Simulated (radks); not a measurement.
The numbers below are computed, except where a source is named.
Problem. Tl, configuration [Xe] 4f14 5d10 6s0.5 6p2.5 (fractional occupations, a model configuration). Level of theory: scalar-relativistic Kohn-Sham, PBEsol, spin-polarised, spherical densities, finite nucleus; open shells are filled with parallel spins first (spin-orbit coupling, left out, can overturn this in heavy ions); Fermi nuclear charge, rms radius 5.4759 fm (a radial shooting solver on a logarithmic mesh with Libxc functionals). Some entries of the table are withheld. Estimate them.

orbital,occ.,eigenvalue (eV),r(max) (bohr)
1s up,1,-85553.59,0.01004
1s down,1,-85553.55,0.01004
2s up,1,-15236.42,0.05817
2s down,1,-15236.41,0.05817
2p up,3,-13112.03,0.04833
2p down,3,-13112.02,0.04833
3s up,1,-3638.608,0.1640
3s down,1,-3638.591,0.1640
3p up,3,-3026.838,0.1638
3p down,3,-3026.819,0.1638
3d up,5,-2391.239,0.1334
3d down,5,-2391.225,0.1334
4s up,1,-813.6318,0.3690
4s down,1,-813.6048,0.3690
4p up,3,-612.9825,0.3891
4p down,3,-612.9519,0.3891
4d up,5,-377.3775,0.3955
4d down,5,-377.3422,0.3955
5s up,1,-133.4776,0.8077
5s down,1,-133.4149,0.8078
4f up,7,-116.6025,0.3578
4f down,7,-116.5623,0.3578
5p up,3,-78.6467,0.9042
5p down,3,-78.5650,0.9043
5d up,5,(1),1.116
5d down,5,(2),1.112
6s up,0.5,(3),2.059
6s down,0,(4),2.019
6p up,2.5,-4.0921,(5)

Solution. 
(1) 5d up eigenvalue (eV): -18.0292
(2) 5d down eigenvalue (eV): -17.5947
(3) 6s up eigenvalue (eV): -11.8803
(4) 6s down eigenvalue (eV): -10.1601
(5) 6p up r(max) (bohr): 2.772
